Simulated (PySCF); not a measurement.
**How methods differ on the excitation energy of Zn²⁺**

Zn²⁺ [Ar] 3d10 (1S) → Zn²⁺ [Ar] 3d9 4p1 (high-spin determinant), as a difference of total energies. Computed with PySCF 2.14 in aug-cc-pVTZ-DK (8s7p5d3f2g, 93 functions), with the spin-free X2C one-electron Hamiltonian (Gaussian nucleus). Correlated levels: valence: [Ar] frozen. The calculations carry no spin-orbit coupling.

```tsv
method	excitation energy (eV)
UHF	15.298
MP2 (valence)	17.744
SCS-MP2 (valence)	17.524
CCSD (valence)	17.087
CCSD(T) (valence)	17.176
```

How much does correlation contribute at CCSD(T) (valence)?

17.176 − (15.298) = 1.878 eV, measured against UHF.

The determinant of the upper state mixes LS terms, which raises its energy above the lowest term, most at the Hartree-Fock and MP2 levels.
